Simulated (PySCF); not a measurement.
# How methods differ on the excitation energy of Nb⁺

Nb⁺ [Kr] 4d4 (5D) → Nb⁺ [Kr] 4d3 5s1 (5F), as a difference of total energies. All numbers are calculated (PySCF 2.14, the spin-free X2C one-electron Hamiltonian (Gaussian nucleus), in x2c-TZVPPall with one added diffuse shell each of s, p, d, f type (9s7p7d3f1g, 95 functions)). Correlated levels: valence: [Kr] frozen; valence and next inner shell: [Ar] 3d10 frozen. The calculations carry no spin-orbit coupling.

**Question.** Order these methods by the excitation energy they give, lowest first.
A. SCS-MP2 (valence)
B. MP2 (valence)
C. LDA
D. UHF

**Answer.** D (0.062 eV), A (0.130 eV), B (0.266 eV), C (0.406 eV).

Errors of the correlated levels include the incompleteness of this basis and the frozen core.

For comparison: 0.326 eV (measured; NIST levels, between the centres of gravity of the two terms).
